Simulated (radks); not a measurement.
The numbers below are computed, except where a source is named.
Problem. Er LIV, configuration [Ne] 3s2 3p2 6f1 (not the ground configuration). Code: a radial shooting solver on a logarithmic mesh with Libxc functionals. Model: Dirac Kohn-Sham, PBE, spin-unpolarised, spherical densities, point nucleus; open shells fill j = l - 1/2 first.

Spin-orbit splittings of the eigenvalues, e(l+1/2) - e(l-1/2), with zeta = 2 splitting/(2l+1) and mean radii in bohr:

| shell | occ. | splitting (eV) | zeta (eV) | <r> j=l-1/2 | <r> j=l+1/2 |
|---|---|---|---|---|---|
| 2p | 6 | ? | ? | 0.07047 | 0.07747 |
| 3p | 2 | 246.9 | 164.6 | 0.1934 | 0.2038 |
| 6f | 1 | 2.873 | 0.8209 | 0.8682 | 0.8708 |

Estimate the 2p splitting.

Solution. 942.1 eV (zeta = 628.0 eV).
